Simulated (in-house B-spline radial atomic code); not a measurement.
Atomic self-consistent-field run: the strontium ion Sr⁸⁺. Method: scalar-relativistic (X2C) Hartree-Fock, spin-polarised, averaged over the determinants with the given up and down occupations, Fermi nucleus of rms radius 4.224 fm. Calculated with a radial B-spline atomic code at the basis-set limit.

Command:
```bash
python run_scf.py task.json out
```
Settings (nuclear radius in fm, mass in u):
```
Z                38
configuration    [Ar] 3d10 4s2
hamiltonian      x2c
method           hf
spin_polarised   True
nucleus          fermi
rms_radius       4.224
atomic_mass      87.90561
speed_of_light   137.035999084
```

Output (hartree, bohr):
```
 radial grid: 66 intervals, B-splines of order 8, outer radius 11.954 bohr

 iter        energy (Eh)    residual
    1       -3137.037311    1.20e+00
    2       -3154.556952    6.74e-01
    3       -3158.791246    2.01e-01
    4       -3159.181341    6.01e-02
    5       -3159.209721    2.45e-02
    6       -3159.216604    1.13e-03
    7       -3159.216613    2.34e-04
    8       -3159.216613    1.19e-05
    9       -3159.216613    1.82e-07

 total energy                     -3159.21661
 kinetic                            3255.8382
 electron-nucleus                  -7483.2886
 electron-electron                  1068.2338

 orbital      occ     eigenvalue          <r>       <r^2>       <1/r>       r_max
 1s up      1.000      -600.1741    0.0386931  0.00202919     40.0644     0.02501
 1s down    1.000      -600.1741    0.0386931  0.00202919     40.0644     0.02501
 2s up      1.000       -87.9154     0.171586   0.0347842     8.92271      0.1447
 2s down    1.000       -87.9154     0.171586   0.0347842     8.92271      0.1447
 2p up      3.000       -78.4627     0.150158   0.0275938     8.51646      0.1159
 2p down    3.000       -78.4627     0.150158   0.0275938     8.51646      0.1159
 3s up      1.000       -18.6232     0.486838    0.271518     2.97711       0.434
 3s down    1.000       -18.6232     0.486838    0.271518     2.97711       0.434
 3p up      3.000       -15.4511     0.493929    0.284008     2.78624      0.4301
 3p down    3.000       -15.4511     0.493929    0.284008     2.78624      0.4301
 3d up      5.000       -10.2587     0.488776    0.288075     2.53387      0.3765
 3d down    5.000       -10.2587     0.488776    0.288075     2.53387      0.3765
 4s up      1.000        -5.7436      1.21516     1.65234     1.10838       1.121
 4s down    1.000        -5.7436      1.21516     1.65234     1.10838       1.121
```

Cost of the run: 0.3 s on 1 thread of Arm Neoverse V2, with other jobs on the host.

One-electron X2C: radii and densities carry no picture-change correction, so inner-shell <1/r> comes out high (for 1s by about 2 % at Z = 33, 5 % at 54, 10 % at 75, 30 % at 118) and <r> low.
